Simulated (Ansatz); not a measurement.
Isomers of CH5AlBF, relaxed with PBE0-D4/def2-TZVP in Ansatz; electronic energies, one conformer each and not always the lowest. Functionals use def2-TZVPP; CBS adds triple-zeta CCSD(T) − MP2 to the MP2 limit of def2-TZVPP and def2-QZVPP.

(1) Order them by energy at frozen-core CCSD(T)/CBS, lowest first. (An estimate is asked.)
A. `FC[BH][AlH2]`
B. `C[B](F)[AlH2]`
C. `C[BH][AlH][F]`

(2) How do B3LYP, B2PLYP, ωB97M-V, PBE0-D4 place them (kcal/mol, against `C[BH][AlH][F]`)? (An estimate is asked.)

Answers

(1) C (0.0 kcal/mol), B (12.6 kcal/mol), A (64.6 kcal/mol).

(2) Computed: 
```json
{"isomer": "`C[B](F)[AlH2]`", "B3LYP": "11.2", "B2PLYP": "11.8", "ωB97M-V": "10.8", "PBE0-D4": "10.0"}
{"isomer": "`FC[BH][AlH2]`", "B3LYP": "63.4", "B2PLYP": "64.5", "ωB97M-V": "61.5", "PBE0-D4": "62.0"}
```

B3LYP here is the variant with VWN-RPA as its local correlation; programs differ in this.
